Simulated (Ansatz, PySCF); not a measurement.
Molecule: sum formula HSeF₂, net charge 1, singlet state. It need not be the lowest isomer of its formula. 
Coordinates optimised at B3LYP-D3(BJ)/def2-TZVP (Ansatz, a quantum-chemistry and plane-wave program):
SMILES: [SeH+](F)F
```xyz
4

Se     0.1868    -0.1089     0.2988
F      0.3436     1.2801    -0.6379
F     -0.9574    -0.9233    -0.6279
H     -0.8249     0.4927     1.2337
```
Charge +1, spin multiplicity 1.

Total electronic energies in hartree. Valence correlation only, unless marked. Spin-orbit coupling is left out. The frozen core is the preceding noble-gas configuration, with the filled d and f shells of earlier blocks. No relativistic terms. Basis-set limits of correlation are two-point, X^-3; Hartree-Fock from the larger set. [CCSD(T)-MP2]/basis is that difference in the basis named.

| level | program | energy (Eh) |
|---|---|---|
| HF/6-31G* | Ansatz | -2598.60710 |
| PBE-D3(BJ)/def2-TZVPD | Ansatz + dftd3 | -2601.02071 |
| BLYP-D4/def2-TZVPD | Ansatz + dftd4 | -2601.59578 |
| revPBE-D3(BJ)/def2-TZVPD | Ansatz + dftd3 | -2601.30444 |
| revPBE-D4/def2-TZVPD | Ansatz + dftd4 | -2601.30535 |
| BP86-D3(BJ)/def2-TZVPD | PySCF + dftd3 | [?] |
| TPSS/def2-TZVPD | PySCF | -2601.50787 |
| M06-L-D4/def2-TZVPD | PySCF + dftd4 | -2601.46014 |
| r2SCAN-D3(BJ)/def2-TZVPD | Ansatz + dftd3 | -2601.46399 |
| PBE0-D4/def2-TZVP | Ansatz + dftd4 | -2601.07906 |
| PBE0-D4/def2-TZVPD | Ansatz + dftd4 | -2601.08128 |
| BHLYP-D3(BJ)/def2-TZVPD | Ansatz + dftd3 | -2601.46129 |
| TPSSh/def2-TZVPD | PySCF | -2601.48380 |
| r2SCAN0/def2-TZVPD | Ansatz | -2601.41814 |
| PW6B95/def2-TZVPD | PySCF | -2602.84435 |
| MN15-D3(BJ)/def2-TZVPD | PySCF + dftd3 | -2601.71391 |
| MN15/def2-TZVPD | PySCF | -2601.71390 |
| wB97M-V/def2-TZVPD | Ansatz | -2601.37026 |
| SCS-MP2/cc-pVDZ | Ansatz | -2599.36701 |
| CCSD/cc-pVTZ | Ansatz | -2599.72226 |
| CCSD/cc-pVQZ | Ansatz | -2599.80260 |
| RI-MP2/CBS(cc-pVTZ,cc-pVQZ)+[CCSD(T)-MP2]/cc-pVTZ | Ansatz | -2599.8741 |
| CCSD(T)/CBS(cc-pVTZ,cc-pVQZ) | Ansatz | -2599.8729 |

Question: Complete the blanks.

Answer: 
- BP86-D3(BJ)/def2-TZVPD, energy (Eh): -2601.83689
